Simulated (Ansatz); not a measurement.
`B[Si](Cl)(Cl)Cl`. Charge 0, multiplicity 1.

```csv
atom,x (Å),y (Å),z (Å)
B1,-0.034,0.476,-1.185
Si2,0.068,-0.314,0.646
Cl3,-0.454,-2.285,0.732
Cl4,-1.298,0.780,1.714
Cl5,1.898,-0.125,1.531
H6,-0.828,0.056,-1.970
H7,0.648,1.412,-1.468
```

(1) List the harmonic frequencies (cm⁻¹, unscaled) at PBE0-D4/def2-TZVP in Ansatz. (An estimate is asked.)

(2) Is this a minimum?

(3) Give the ideal-gas thermochemistry at 298.15 K and 1 bar (rigid rotor, harmonic oscillator; point group Cs, symmetry number 1).

(4) And at 400, 500, 600, 800 and 1000 K?

(5) Rotational constants (cm⁻¹)?

Answers

(1) The calculation gave: 87, 109, 166, 180, 192, 227, 440, 566, 577, 673, 699, 902, 1155, 2611, 2712.

(2) Yes, all 15 modes are real.

(3) Zero-point energy 67.6 kJ/mol; H(298) − E = 89.9 kJ/mol; entropy 369.4 J/(mol·K), of which translation 171.1, rotation 120.5, vibration 77.8; G(298) − E = -20.3 kJ/mol. Modes under 100 cm⁻¹ are hindered rotations or soft bends, so the harmonic entropy is rough.

(4) 
| T (K) | H − E (kJ/mol) | S (J/mol/K) | G − E (kJ/mol) |
| --- | --- | --- | --- |
| 400 | 101.2 | 402.1 | -59.6 |
| 500 | 113.3 | 429.0 | -101.2 |
| 600 | 125.9 | 452.0 | -145.3 |
| 800 | 152.5 | 490.2 | -239.7 |
| 1000 | 180.3 | 521.2 | -340.9 |

(5) 0.05867, 0.05771, 0.04286.
